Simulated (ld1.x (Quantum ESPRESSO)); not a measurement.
# Transferability test, PAW potential for Ta

```json
{
  "Element": "Ta",
  "Generator": "ld1.x (Quantum ESPRESSO) 7.5",
  "Type": "PAW",
  "Functional": "PBE",
  "Relativity": "scalar-relativistic",
  "Frozen core": "[Kr] 4d10 4f14",
  "Valence charge": "13",
  "Reference configuration": "5s2 5p6 5d3.5 6s1.5 6p0",
  "Partial waves": "5s (bound): rcut 1.40, rcutus 1.55 bohr; 6s (bound): rcut 1.40, rcutus 1.55 bohr; 5p (bound): rcut 1.70, rcutus 1.95 bohr; 6p (bound, empty): rcut 1.70, rcutus 1.95 bohr; 5d (bound): rcut 2.05, rcutus 2.35 bohr; 5d channel at 0.8 Ry: rcut 2.05, rcutus 2.35 bohr",
  "Local potential": "all-electron potential smoothed inside 1.95 bohr (lloc = -2)",
  "Core correction": "Bessel-smoothed model core, default radius (core density twice the valence density)",
  "Augmentation charge": "BESSEL, radius 1.60 bohr"
}
```

Energies are relative to the spin-unpolarised reference configuration 5s2 5p6 5d3.5 6s1.5 6p0; without spin polarisation the order of configurations can differ from experiment.

| valence configuration | charge | ΔE all-electron (eV) | error AE − PS (meV) |
| --- | --- | --- | --- |
| 5s2 5p6 5d3 6s2 6p0 | 0 | -0.989 | +1.3 |
| 5s2 5p6 5d3 6s1 6p0 | +1 | 7.479 | -2.0 |
| 5s2 5p6 5d3 6s0 6p1 | +1 | 12.558 | -3.2 |
| 5s2 5p6 5d4 6s1 6p0 | 0 | 1.105 | -2.7 |
| 5s2 5p6 5d3 6s1.5 6p0 | +0.5 | 2.472 | +0.2 |

Q: What are ΔE and the potential's error for 5s2 5p6 5d2 6s2 6p1?

A: ΔE = 1.997 eV all-electron; the error (AE − PS) is -6.5 meV.

Q: What are ΔE and the potential's error for 5s2 5p6 5d3 6s0 6p0?

A: ΔE = 22.451 eV all-electron; the error (AE − PS) is -9.2 meV.
